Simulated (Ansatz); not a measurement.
C3H10OSi2, SMILES CC(=O)[SiH2][SiH2]C.

The structure is a stationary point at ωB97X-D3(BJ)/def2-SVP. The structure was generated by enumeration, and PubChem lists no compound with its InChIKey, so it may never have been made. The values are those of a single conformer.

Two levels are set side by side: PBE/def2-SVPD (Ansatz, a first-principles code) and PBE0/def2-SVPD (Ansatz). Energy differences of separate SCF runs at the same geometry; the states with an electron removed or added have multiplicity 2 and 2. Differences are taken from unrounded values.

| quantity | PBE0 | PBE | PBE minus PBE0 |
|---|---|---|---|
| vertical ionisation energy (eV) | 8.86 | 8.58 | -0.28 |
| vertical singlet–triplet gap (eV) | 2.81 | 2.82 | 0.01 |
